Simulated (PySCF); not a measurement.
Single point on CuBr

State: ³Σ⁺ (triplet), unpaired electrons σ ↑↑, a second solution, started from another occupation.

An equivalent input (the run itself took its basis sets from the Basis Set Exchange, started from a PBE0 density and held the occupation σ 9α 7β, πx 5α 5β, πy 5α 5β, δx 2α 2β, δy 2α 2β):

```python
from pyscf import gto, dft
mol = gto.M(atom='Cu 0 0 0; Br 0 0 2.185', basis={'Cu': 'cc-pVTZ-PP', 'Br': 'cc-pVTZ-PP'}, ecp={'Cu': 'cc-pVTZ-PP', 'Br': 'cc-pVTZ-PP'},
            charge=0, spin=2, verbose=4, symmetry='C2v')
mf = dft.UKS(mol, xc='PBE0')
mf.grids.atom_grid = (80, 434)
mf.grids.prune = dft.gen_grid.treutler_prune
mf.irrep_nelec = {'A1': (11, 9), 'A2': (2, 2), 'B1': (5, 5), 'B2': (5, 5)}
mf.conv_tol = 1e-9
mf.max_cycle = 60
mf.diis_space = 10
mf.kernel()
```

The log (some set-up lines and the per-cycle HOMO/LUMO lines removed):

```
******** <class 'pyscf.dft.uks_symm.SymAdaptedUKS'> ********
method = SymAdaptedUKS
damping factor = 0
level_shift factor = 0
DIIS = <class 'pyscf.scf.diis.CDIIS'>
diis_start_cycle = 1
diis_space = 10
diis_damp = 0
SCF conv_tol = 1e-09
SCF conv_tol_grad = None
SCF max_cycles = 60
number electrons alpha = 23  beta = 21
Set gradient conv threshold to 3.16228e-05
init E= -614.074786639999
cycle= 1 E= -614.06184114762  delta_E= 0.0129  |g|= 0.0122  |ddm|= 0.106
cycle= 2 E= -614.061866840725  delta_E= -2.57e-05  |g|= 0.0124  |ddm|= 0.049
cycle= 3 E= -614.061920961134  delta_E= -5.41e-05  |g|= 0.00536  |ddm|= 0.0182
cycle= 4 E= -614.061925892508  delta_E= -4.93e-06  |g|= 0.00109  |ddm|= 0.00286
cycle= 5 E= -614.061926150603  delta_E= -2.58e-07  |g|= 0.000229  |ddm|= 0.00103
cycle= 6 E= -614.061926181918  delta_E= -3.13e-08  |g|= 0.000133  |ddm|= 0.000679
cycle= 7 E= -614.061926191583  delta_E= -9.66e-09  |g|= 2.76e-05  |ddm|= 0.000231
cycle= 8 E= -614.06192619272  delta_E= -1.14e-09  |g|= 3.04e-05  |ddm|= 0.000123
cycle= 9 E= -614.061926192992  delta_E= -2.72e-10  |g|= 8.21e-06  |ddm|= 3.04e-05
Extra cycle  E= -614.061926192982  delta_E= 1e-11  |g|= 1.57e-05  |ddm|= 1.12e-05
converged SCF energy = -614.061926192982  <S^2> = 2.0038635  2S+1 = 3.0025746
```

Repeating this along the bond gives Re = 2.279 Å and ωe = 282 cm⁻¹.

A point of this curve took 5.7 CPU seconds beside 4.5 for the integrals, on Arm Neoverse N1 (shared host).

Spin–orbit coupling is left out.
